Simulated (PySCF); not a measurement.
## LiSb from Hartree–Fock to correlated methods

State: ³Σ⁻ (triplet), unpaired electrons π ↑↑. Set-up: PySCF, scalar-relativistic core potentials, basis sets Li aug-cc-pVDZ, Sb aug-cc-pVDZ-PP with ECP28. De refers to Li + Sb in their high-spin ground configurations, without counterpoise correction. The functionals are run spin-unrestricted. A positive dipole means Li(−)Sb(+). Levels whose curve was spin-contaminated or gave no clean fit are not listed.

```json
{"Level": "UHF", "Re (Å)": "2.657", "ωe (cm⁻¹)": "392", "De (eV)": "0.60", "μ (D)": "-7.19", "CPU s a point (SCF and correlation, without the integrals)": "0.15"}
{"Level": "UHF-MP2", "Re (Å)": "2.647", "ωe (cm⁻¹)": "384", "De (eV)": "1.20", "μ (D)": "n/a", "CPU s a point (SCF and correlation, without the integrals)": "0.27"}
{"Level": "UHF-SCS-MP2", "Re (Å)": "2.651", "ωe (cm⁻¹)": "379", "De (eV)": "1.21", "μ (D)": "n/a", "CPU s a point (SCF and correlation, without the integrals)": "n/a"}
{"Level": "PBE", "Re (Å)": "2.640", "ωe (cm⁻¹)": "382", "De (eV)": "1.58", "μ (D)": "-5.97", "CPU s a point (SCF and correlation, without the integrals)": "0.58"}
{"Level": "PBEsol", "Re (Å)": "2.629", "ωe (cm⁻¹)": "386", "De (eV)": "1.67", "μ (D)": "-6.09", "CPU s a point (SCF and correlation, without the integrals)": "0.39"}
{"Level": "BP86", "Re (Å)": "2.643", "ωe (cm⁻¹)": "381", "De (eV)": "1.65", "μ (D)": "-6.18", "CPU s a point (SCF and correlation, without the integrals)": "0.38"}
{"Level": "TPSS", "Re (Å)": "2.642", "ωe (cm⁻¹)": "384", "De (eV)": "1.62", "μ (D)": "-6.19", "CPU s a point (SCF and correlation, without the integrals)": "0.88"}
{"Level": "r²SCAN", "Re (Å)": "2.635", "ωe (cm⁻¹)": "391", "De (eV)": "1.57", "μ (D)": "-6.54", "CPU s a point (SCF and correlation, without the integrals)": "0.89"}
{"Level": "PBE0", "Re (Å)": "2.624", "ωe (cm⁻¹)": "396", "De (eV)": "1.52", "μ (D)": "-6.41", "CPU s a point (SCF and correlation, without the integrals)": "0.92"}
{"Level": "LC-ωPBE", "Re (Å)": "2.598", "ωe (cm⁻¹)": "418", "De (eV)": "1.48", "μ (D)": "-6.95", "CPU s a point (SCF and correlation, without the integrals)": "0.8"}
```

Q: What does a quarter of exact exchange do here, going from PBE to PBE0?

A: PBE0 less PBE: -1.6 pm in Re, +3.7 % in ωe, -0.06 eV in De. Exact exchange removes part of the self-interaction that spreads semilocal densities, and in most molecules shortens and stiffens the bond and lowers De; so it does here.

Q: What does the step from GGA to meta-GGA do here, going from PBE to r²SCAN?

A: r²SCAN less PBE: -0.5 pm in Re, +2.4 % in ωe, -0.01 eV in De. 

Q: What does second-order correlation do here, going from UHF to UHF-MP2?

A: UHF-MP2 less UHF: -1.0 pm in Re, -2.0 % in ωe, +0.60 eV in De. Correlation nearly always deepens the well. The bond shortens, as in weak, metallic or heavy-atom bonds, where dispersion and the correlation of outer-core electrons pull the atoms together.

Correlated steps freeze 4 core orbitals. Correlated levels converge slowly with the basis: in double zeta they bind strong bonds too weakly, by up to about 1 eV, and carry superposition errors of some tenths. Spin–orbit coupling is left out, which matters for elements this heavy, above all for dissociation energies. The state was picked by a PBE0 search and need not be the measured ground state.

The whole job (state search and all levels along the bond) took about 2.1 min on 1 thread of Arm Neoverse V2 (shared host), peak memory 0.78 GiB.
